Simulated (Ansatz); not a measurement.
ClGeH3O3, SMILES `[OH][Ge]([OH])([OH])[Cl]`, relaxed with RKS PBE0-D4/def2-TZVP in Ansatz 0.2.0 from a GFN2-xTB geometry. The force threshold is 0.005 eV/Å; the program also tests the step.

Total charge 0; spin multiplicity 1.

Start:

```xyz
8

O    -0.155    1.664    0.047
Ge    0.044   -0.042    0.182
O    -1.419   -0.821   -0.295
O     1.309   -0.542   -0.877
Cl    0.516   -0.554    2.162
H     0.642    2.177   -0.077
H    -2.233   -0.425    0.011
H     1.295   -1.457   -1.154
```

(1) By how much does the energy fall, and how many steps does the optimiser take? (Best estimate.)

(2) Which bonds change most? (Best estimate.)

(3) Give the relaxed structure. (An estimate is asked.)

Answers

(1) Computed: 0.08 eV, in 9 steps.

(2) The calculation gave: Ge2–Cl5 from 2.099 to 2.147 Å; O1–Ge2 from 1.724 to 1.746 Å; Ge2–O4 from 1.724 to 1.746 Å; Ge2–O3 from 1.725 to 1.746 Å.

(3) The calculation gave: 
```xyz
8

O    -0.123    1.727   -0.112
Ge    0.008   -0.008    0.040
O    -1.515   -0.739   -0.402
O     1.254   -0.582   -1.041
Cl    0.502   -0.528    2.064
H     0.664    2.192    0.183
H    -2.223   -0.540    0.216
H     1.431   -1.522   -0.948
```
